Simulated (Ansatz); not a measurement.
AgCl (SMILES [Cl][Ag]), singlet, at a GFN2-xTB geometry (such geometries of metal compounds can be far from the true shape) (core potentials on Ag); CASSCF(6,6)/def2-SVP (Ansatz, a quantum-chemistry and plane-wave program).

Ansatz was given this input:
Ansatz 0.2 input:
```yaml
crystal:
  periodic: [false, false, false]
  atoms:
    - {symbol: Ag, position_ang: [-0.00000000, -0.00000000, -0.58725001]}
    - {symbol: Cl, position_ang: [0.00000000, 0.00000000, 1.62357355]}
basis:
  gaussian:
    orbitals: def2-SVP
hamiltonian:
  xc: hf
magnetization: {spin_polarized: false}
correlation: {active_space: {window: {electrons: 6, orbitals: 6}}}
```

It wrote (shortened):

```
Functional definition: HF
486 factors; integrals over basis functions are off by at most 3.0e-4 eV
mean field evaluation 1: about -16474.3325 eV, gradient 2.3e1 eV
mean field evaluation 2: about -16474.5156 eV, gradient 2.3e1 eV
mean field evaluation 4: about -16475.7823 eV, gradient 1.5e0 eV
mean field evaluation 8: about -16475.8246 eV, gradient 2.5e-1 eV
mean field -16475.82567716 eV, -605.4754259198 hartree, gradient 2.8e-6 eV, S^2 0.000000; 0 other end points of the search recorded, 0 dependent functions left out
reference -16475.82567716 eV, -605.4754259198 hartree; 18, 18 occupied and 31, 31 virtual orbitals, 486 factors
state -16477.04261696 eV, -605.5201476327 hartree
Total energy: -16477.04261696 eV, -605.5201476327 hartree
```
